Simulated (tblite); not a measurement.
C₄H₇F₃S₂Si.
Numbering: `[CH3:1][S:2][SiH2:3][S:4]/[CH:5]=[CH:6]/[C:7]([F:8])([F:9])[F:10]` (hydrogens: H11, H12, H13 on C1; H14, H15 on Si3; H16 on C5; H17 on C6)

Computed with GFN2-xTB (tblite), gas phase: L-BFGS steps from a force-field or distance-geometry start until the largest atomic force falls under 0.01 eV/Å.

Geometry at step 9:
```
atom  x, y, z in Å
C1      4.2638    0.5134   -0.3989
S2      2.5939    1.1967   -0.0758
Si3     1.3222   -0.4966    0.2625
S4     -0.1393   -0.4194   -1.3451
C5     -1.5938    0.2614   -0.6146
C6     -2.4767   -0.4934    0.0270
C7     -3.7701    0.0330    0.5770
F8     -4.8116   -0.1774   -0.2521
F9     -4.0958   -0.5708    1.7274
F10    -3.7223    1.3518    0.8117
H11     4.8217    0.4692    0.5282
H12     4.2026   -0.4640   -0.8626
H13     4.7322    1.2188   -1.0777
H14     0.6728   -0.4369    1.5597
H15     2.0672   -1.7301    0.0817
H16    -1.7522    1.3085   -0.8362
H17    -2.3216   -1.5522    0.1769
```

Task: Give the atomic forces at this geometry.

Result: 
```json
{"atom": "C1", "Fx (eV/Å)": "-0.113", "Fy (eV/Å)": "0.062", "Fz (eV/Å)": "-0.045"}
{"atom": "S2", "Fx (eV/Å)": "0.114", "Fy (eV/Å)": "-0.038", "Fz (eV/Å)": "0.095"}
{"atom": "Si3", "Fx (eV/Å)": "0.080", "Fy (eV/Å)": "0.084", "Fz (eV/Å)": "-0.043"}
{"atom": "S4", "Fx (eV/Å)": "-0.132", "Fy (eV/Å)": "-0.112", "Fz (eV/Å)": "0.040"}
{"atom": "C5", "Fx (eV/Å)": "-0.042", "Fy (eV/Å)": "-0.109", "Fz (eV/Å)": "-0.057"}
{"atom": "C6", "Fx (eV/Å)": "0.036", "Fy (eV/Å)": "0.006", "Fz (eV/Å)": "-0.043"}
{"atom": "C7", "Fx (eV/Å)": "0.206", "Fy (eV/Å)": "-0.034", "Fz (eV/Å)": "-0.197"}
{"atom": "F8", "Fx (eV/Å)": "0.097", "Fy (eV/Å)": "0.059", "Fz (eV/Å)": "0.002"}
{"atom": "F9", "Fx (eV/Å)": "0.011", "Fy (eV/Å)": "0.050", "Fz (eV/Å)": "0.121"}
{"atom": "F10", "Fx (eV/Å)": "-0.110", "Fy (eV/Å)": "-0.017", "Fz (eV/Å)": "0.046"}
{"atom": "H11", "Fx (eV/Å)": "-0.011", "Fy (eV/Å)": "-0.030", "Fz (eV/Å)": "0.079"}
{"atom": "H12", "Fx (eV/Å)": "-0.061", "Fy (eV/Å)": "0.005", "Fz (eV/Å)": "0.014"}
{"atom": "H13", "Fx (eV/Å)": "0.034", "Fy (eV/Å)": "-0.029", "Fz (eV/Å)": "0.007"}
{"atom": "H14", "Fx (eV/Å)": "-0.070", "Fy (eV/Å)": "0.065", "Fz (eV/Å)": "-0.089"}
{"atom": "H15", "Fx (eV/Å)": "-0.016", "Fy (eV/Å)": "0.049", "Fz (eV/Å)": "-0.087"}
{"atom": "H16", "Fx (eV/Å)": "-0.009", "Fy (eV/Å)": "-0.051", "Fz (eV/Å)": "0.122"}
{"atom": "H17", "Fx (eV/Å)": "-0.014", "Fy (eV/Å)": "0.040", "Fz (eV/Å)": "0.035"}
```

The largest, 0.29 eV/Å, acts on C7; the rms over all components is 0.076 eV/Å. The forces sum to zero within rounding, as they must for an isolated molecule in no field.

Task: Give the force on C7 in Eh/bohr and in nN.

Result: 0.287 eV/Å ÷ 51.422 = 0.00558 Eh/bohr, and 0.287 eV/Å × 1.602 = 0.46 nN.

Task: How far is this geometry from the end of the optimisation?

Result: 0.353 eV above it, and 1.191 Å rms away after alignment. The bonds farthest from their final lengths, with half the difference of the two atoms' forces along the bond (positive lengthens):

| bond | now (Å) | final (Å) | force along bond (eV/Å) |
| --- | --- | --- | --- |
| S4–C5 | 1.764 | 1.739 | -0.06 |
| C1–S2 | 1.833 | 1.817 | -0.11 |
| S2–Si3 | 2.145 | 2.132 | -0.05 |
| Si3–S4 | 2.174 | 2.163 | +0.04 |
| C6–C7 | 1.501 | 1.490 | -0.11 |
| C7–F9 | 1.339 | 1.347 | +0.14 |

The angle farthest from its final value is C1–S2–Si3, 105.9° against 98.9°.

Of the 5 listed bonds off by 0.010 Å or more, this force points towards the final length in 4.

What follows is the cost of the whole relaxation. Time: 2.9 s wall. Hardware: Arm Neoverse V1, one thread, on a shared host.
